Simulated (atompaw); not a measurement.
## Ranking PAW (atompaw) potentials for Se

All share these settings but for the change named:

atompaw 4.2.0.5 input, output lines left out:

```
Se 34
GGA-PBE loggrid 1500 logderivrange -5 5 251
4 4 3 0 0 0
4 1 2
0 0 0
c
c
c
v
c
c
v
c
1
1.65 1.65 1.50 1.05
y
-0.25
n
y
-0.65
n
custom polynom2 7 10 vanderbiltortho sinc
bessel
1.65
1.50
1.65
1.65
```

Cutoff: the first of the cutoffs (Ry, on a coarse ladder) from which the occupation-weighted sum of valence levels, in a spherical-Bessel basis at the reference potential, stays within 10 and 1 mRy of its value at 400 Ry; the density cutoff is not measured.

The base gives 15 Ry.

Of 11 variants that were run, those that failed, showed a ghost or another fault, or gave nearly equal values are left out.

A variant can come out equal or close to the base.

(1) Rank these variants from softest to hardest (loose cutoff).
A. augmentation sinc compensation charge, radius 1.65 bohr; PAW radius 1.65 bohr; waves and projectors: custom polynom vanderbiltortho
B. augmentation sinc compensation charge, radius 1.65 bohr; PAW radius 1.65 bohr; waves and projectors: custom rrkj gramschmidtortho
C. wave 4s channel at -0.25 Ry: rc 1.50 bohr becomes 4s channel at -1.05 Ry: rc 1.50 bohr
D. functional PBEsol

Results:

(1) B (12 Ry), D (15 Ry), C (18 Ry), A (21 Ry).
